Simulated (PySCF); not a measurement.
Si(H)(F)(Cl)(OMe) (CH4ClFOSi), SMILES F[SiH](Cl)OC. Heavy atoms are numbered as in [SiH:1]([F:2])([Cl:3])[O:4][CH3:5]. Hydrogens are named by the atom that carries them.

The structure is a stationary point at B3LYP-D3(BJ)/def2-SVP. Other conformers were not sampled.

Calculation: CAM-B3LYP/def2-TZVP in PySCF.

ESP charges are fitted to the potential on shells at 1.4 to 2.0 van der Waals radii. Atomic charges (e), one atom of each kind:

| atom | meta-Löwdin | ESP fit | Mulliken | Löwdin |
|---|---|---|---|---|
| Si1 (SiH) | 1.29 | 0.40 | 0.71 | -0.26 |
| F2 | -0.50 | -0.20 | -0.32 | 0.00 |
| Cl3 | -0.28 | -0.11 | -0.21 | 0.26 |
| O4 | -0.62 | -0.25 | -0.34 | 0.07 |
| C5 (CH3) | -0.10 | -0.18 | -0.20 | -0.35 |
| H on Si1 | -0.13 | -0.01 | -0.05 | -0.05 |
| H on C5 | 0.11 | 0.13 | 0.13 | 0.11 |

Computed Mayer and Wiberg (Löwdin basis) orders of the bonds:
```tsv
bond	Mayer	Wiberg
Si1–F2	1.10	1.70
Si1–Cl3	1.22	1.86
Si1–O4	1.22	1.61
O4–C5	0.92	1.49
```
